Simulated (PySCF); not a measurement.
Spinor energies of Ce⁴⁺ (cerium, charge +4)

Start: [Xe]. Calculated with PySCF 2.14 in x2c-TZVPall-2c: generalised Hartree-Fock with the X2C-1e Hamiltonian and a Gaussian nucleus; one run each with spin-orbit coupling (SO) switched off, then screened by Boettger's factors.

| spinor shell | electrons | ε, spin-free (eV) | ε, screened SO (eV) | weight of nominal j (screened SO) | rms radius, screened SO (bohr) |
| --- | --- | --- | --- | --- | --- |
| 1s1/2 | 2 | -40688.0 | -40682.5 | 1.000 | 0.0280 |
| 2s1/2 | 2 | -6663.2 | -6661.5 | 1.000 | 0.114 |
| 2p1/2 | 2 | -5965.4 | -6277.9 | 1.000 | 0.0979 |
| 2p3/2 | 4 | -5965.4 | -5827.7 | 1.000 | 0.104 |
| 3s1/2 | 2 | -1518.1 | -1517.6 | 1.000 | 0.296 |
| 3p1/2 | 2 | -1291.2 | -1354.0 | 1.000 | 0.288 |
| 3p3/2 | 4 | -1291.2 | -1263.2 | 1.000 | 0.301 |
| 3d3/2 | 4 | -968.54 | -979.79 | 1.000 | 0.272 |
| 3d5/2 | 6 | -968.54 | -960.53 | 1.000 | 0.276 |
| 4s1/2 | 2 | -362.90 | -362.74 | 1.000 | 0.674 |
| 4p1/2 | 2 | -285.56 | -299.25 | 1.000 | 0.696 |
| 4p3/2 | 4 | -285.56 | -279.40 | 1.000 | 0.723 |
| 4d3/2 | 4 | -170.53 | -172.59 | 1.000 | 0.787 |
| 4d5/2 | 6 | -170.53 | -169.02 | 1.000 | 0.797 |
| 5s1/2 | 2 | -89.611 | -89.582 | 1.000 | 1.56 |
| 5p1/2 | 2 | -66.213 | -68.559 | 1.000 | 1.71 |
| 5p3/2 | 4 | -66.213 | -65.151 | 1.000 | 1.77 |

| quantity | spin-free | screened SO |
| --- | --- | --- |
| E (hartree) | -8852.01942 | -8855.87823 |
| M_J | 0 | 0 |
| ⟨J²⟩ | 0.000 | 0.000 |
| ⟨L²⟩ | 0.000 | 0.039 |
| ⟨S²⟩ | 0.000 | 0.039 |

Breit and QED terms are absent; they matter most for the inner s and p1/2 levels.

Densities and radii are taken from the X2C orbitals without a picture-change correction, which distorts them close to the nucleus.

Without spin-orbit coupling the j labels of p, d and f shells carry no meaning; the spin-free column gives the mean over the occupied spinors of each nl shell.
